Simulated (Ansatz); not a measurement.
## Redistribution: C3H10OSi2 + SiH3(CF3) → C2H8OSi2 + SiH2(CF3)(CH3)

Species: C3H10OSi2 `C=C[SiH](C)O[SiH3]`, singlet; SiH3(CF3), singlet; C2H8OSi2 `C=C[SiH2]O[SiH3]`, singlet; SiH2(CF3)(CH3), singlet. The partners trade CH3 for H; both sit on Si, so the bond types are kept.

Shapes, held fixed at every level: PBE0-D4/def2-TZVP. Flexible molecules stand in one conformer, not always the lowest. Programs: Ansatz 0.2.0. The zero-point and thermal change to 298 K, harmonic and unscaled (PBE0-D4/def2-TZVP), is +1.0 kJ/mol.

(1) Estimate ΔH(298 K) of this reaction.

Answers

(1) The highest level, CCSD(T)/CBS estimate, gives ΔH(298 K) = +3.0 kJ/mol; the levels span +0.3 to +3.5. That is about zero within the method's error. The column of differences is taken from that level and isn't an error. No measured value is set beside it here. The CBS estimate extrapolates MP2 from def2-TZVPP and def2-QZVPP and adds CCSD(T) − MP2 in the triple-zeta set, cores frozen.

```csv
level,kind,ΔH(298 K) (kJ/mol),less CCSD(T)/CBS estimate
HF/def2-TZVPP,Hartree–Fock,+0.3,-2.7
PBE-D4/def2-TZVPP,GGA,+3.5,+0.5
BHLYP-D4/def2-TZVPP,global hybrid,+2.8,-0.2
wB97M-V/def2-TZVPP,range-separated hybrid,+2.6,-0.4
MP2/def2-TZVPP,perturbation theory,+3.1,+0.1
CCSD/def2-SVP,coupled cluster or CI,+3.0,0.0
CCSD(T)/def2-TZVPP,coupled cluster or CI,+3.2,+0.2
CCSD(T)/CBS estimate,coupled cluster or CI,+3.0,0.0
```
